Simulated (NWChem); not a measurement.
# SiH$_{2}$S$_{2}$, singlet; SMILES S[Si]S

```xyz
5

Si    -1.0189     0.0123     0.0011
S      0.3630     1.6673    -0.0010
H      1.5541     1.0211    -0.0009
S      0.4319    -1.5818     0.0020
H     -0.4771    -2.5834     0.0034
```
Atoms are numbered in this order, from 1.

Low-valent species are run as closed-shell singlets; no triplet was tried in these runs. Coordinates come from a PBE0/def2-SVP optimisation.

 Unshifted, non-relativistic core excitations; the lowest 4 roots alone, so stronger bands may lie above.

**Question.** List the first Si K-edge excitations from PBE0/def2-TZVP, restricted-window TDA (NWChem).

**Answer.** 
```tsv
state	energy (eV)	dipole oscillator strength	leading excitation (squared amplitude)
S1	1798.9	0.0071	1s of atom 1 or its equivalents → LUMO (0.99)
S2	1801.2	0.0039	1s of atom 1 or its equivalents → LUMO+1 (0.85)
S3	1802.0	0.0033	1s of atom 1 or its equivalents → LUMO+3 (0.45)
S4	1802.8	0.0002	1s of atom 1 or its equivalents → LUMO+3 (0.53)
```
